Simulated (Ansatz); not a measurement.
CH2AlBF2. Total charge 0; spin multiplicity 1. The bonds changed during the relaxation, so this is another structure than the one it started from.

```xyz
7

F     1.012    1.383    1.722
C     0.644   -0.093   -0.874
F     1.830    0.363   -1.215
B    -0.474   -0.804   -1.128
Al   -0.063    0.423    0.926
H    -1.527   -1.316   -1.044
H    -1.423    0.044    1.613
```

Q: What are the harmonic wavenumbers in cm⁻¹ at PBE0-D4/def2-TZVP (Ansatz, finite differences of forces, unscaled)? (An estimate is asked.)

A: The calculation gave: 77, 94, 182, 309, 340, 454, 519, 611, 671, 726, 851, 982, 1770, 1985, 2851.

Q: Is this a minimum?

A: Yes, all 15 modes are real.

Q: Give the ideal-gas thermochemistry at 298.15 K and 1 bar (rigid rotor, harmonic oscillator; point group Cs, symmetry number 1).

A: Zero-point energy 74.3 kJ/mol; H(298) − E = 94.3 kJ/mol; entropy 338.9 J/(mol·K), of which translation 165.0, rotation 110.5, vibration 63.4; G(298) − E = -6.7 kJ/mol. Modes under 100 cm⁻¹ are hindered rotations or soft bends, so the harmonic entropy is rough.

Q: Rotational constants (cm⁻¹)?

A: 0.2141, 0.1063, 0.07101.
